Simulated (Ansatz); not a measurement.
**Pulling the pair apart**

The pair of Li⁺ (SMILES [Li+], atom 1) and GaCl3 (SMILES Cl[Ga](Cl)Cl, atoms 2–5), both closed shells, in one local arrangement (a lower one may exist), relaxed at PBE0-D4/def2-TZVP:

```
5
angstrom
Li 0.2532 -0.4684 -2.2336
Cl -0.3080 0.5700 2.7199
Ga -0.0810 0.1499 0.7147
Cl 1.4935 0.7701 -0.6268
Cl -1.3576 -1.0215 -0.5742
```

GaCl3 is shifted rigidly along the line between the mean atom positions of the two fragments (negative: closer). Counterpoise interaction energies in kcal/mol. Computed with Ansatz 0.2.0 (basis: def2-TZVPPD); correlated methods freeze the cores. Filled d shells of the heavier atoms are correlated. The outer core shell of Li, Na, Mg and K is correlated. The def2 sets are not built for correlating such inner shells, so the correlated values are less sure here. B3LYP uses VWN-RPA correlation.

```json
{"shift (Å)": "-0.24", "B3LYP-D4": "-29.09", "PBE-D4": "-29.14", "r2SCAN-D4": "-26.28"}
{"shift (Å)": "-0.12", "B3LYP-D4": "-30.75", "PBE-D4": "-30.75", "r2SCAN-D4": "-28.05"}
{"shift (Å)": "0.00", "B3LYP-D4": "-31.34", "PBE-D4": "-31.30", "r2SCAN-D4": "-28.74"}
{"shift (Å)": "0.12", "B3LYP-D4": "-31.10", "PBE-D4": "-31.04", "r2SCAN-D4": "-28.62"}
{"shift (Å)": "0.29", "B3LYP-D4": "-29.81", "PBE-D4": "-29.72", "r2SCAN-D4": "-27.50"}
{"shift (Å)": "0.59", "B3LYP-D4": "-25.88", "PBE-D4": "-25.76", "r2SCAN-D4": "-23.88"}
{"shift (Å)": "1.19", "B3LYP-D4": "-20.86", "PBE-D4": "-19.39", "r2SCAN-D4": "-16.69"}
{"shift (Å)": "2.38", "B3LYP-D4": "-9.02", "PBE-D4": "-8.39", "r2SCAN-D4": "-7.65"}
```

Q: What does CCSD(T) give at these shifts? (To be estimated.)

A: By the calculation: -25.12, -27.14, -28.05, -28.10, -27.16, -23.76, -16.28, -7.39 kcal/mol. For zero shift, CCSD(T) at an estimated basis limit (MP2 extrapolated from triple and quadruple zeta, plus CCSD(T) − MP2 in triple zeta) gives -29.89 kcal/mol. These are counterpoise interaction energies, counted from the two frozen fragments.

T1 diagnostic: at most 0.011.

For scale, one of the runs: CCSD(T)/def2-TZVPPD, 229 basis functions, launched by `ansatz run in.yaml --threads 4 --pin off --events-out ev --progress --plain --max-ram 9574MiB`. Time: 2.1 min of wall clock on 4 CPU threads of an Arm Neoverse V1; the host was shared. Peak host memory: 3.6 GiB.
